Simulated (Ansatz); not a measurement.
Reading a saddle point

A first-order saddle point of TiH2Cl4, singlet, PBE0-D4/def2-TZVP, with one imaginary mode of 201i cm⁻¹:

Ti1  (-0.205, 0.514, -0.104)
Cl2  (-0.187, -2.237, 0.296)
Cl3  (-1.037, 0.161, -2.078)
Cl4  (-1.581, 0.686, 1.566)
Cl5  (0.772, 2.436, -0.234)
H6  (0.887, -1.399, 0.332)
H7  (1.351, -0.161, 0.222)
(Å)

Ansatz 0.2.0; basis: def2-TZVPP and def2-QZVPP; cores frozen in the correlated methods. Extrapolation: Hartree–Fock as exp(−7.88 √X), correlation as X^−2.97.

Which contacts change along the imaginary mode, and what lies on either side? (A judgement: the text doesn't fix the answer.)

The calculation gives: The step is TiCl₄ ([Cl][Ti]([Cl])([Cl])[Cl]) + H₂ → TiHCl₃ ([Cl][TiH]([Cl])[Cl]) + HCl, with the molecules in contact on both sides. Shortening one way: Ti1–H7, Cl2–H6; lengthening the same way: Ti1–Cl2, H6–H7.
| pair | one side (Å) | saddle (Å) | other side (Å) |
| --- | --- | --- | --- |
| Ti1–H7 | 4.04 | 1.73 | 1.66 |
| Cl2–H6 | 3.83 | 1.36 | 1.28 |
| Ti1–Cl2 | 2.16 | 2.78 | 3.75 |
| H6–H7 | 0.75 | 1.33 | 2.71 |

Which side is lower, and how far does the saddle lie above each? (Judge from chemistry; the value comes from the calculation.)

Computed: The side with Ti1–Cl2, H6–H7 short is lower by 1.618 eV; the saddle lies 1.815 eV above it and 0.197 eV above the other (CCSD(T) at an estimated basis limit (MP2 extrapolated from triple and quadruple zeta, plus CCSD(T) − MP2 in triple zeta); electronic energies).

T1 diagnostic: at most 0.025. The restricted Hartree–Fock reference is unstable towards an unrestricted one at one or more of these structures.

Labels in which every atom is bracketed show which atoms are joined, not bond orders.

For scale, one of the runs: CCSD(T)/def2-TZVPP, 260 basis functions, launched by `ansatz run in.yaml --threads 8 --pin off --events-out ev --progress --plain --max-ram 19148MiB`. Hardware: 8 CPU threads of an Intel Xeon, shared host. Wall time 3.9 min; peak host memory 5.8 GiB.
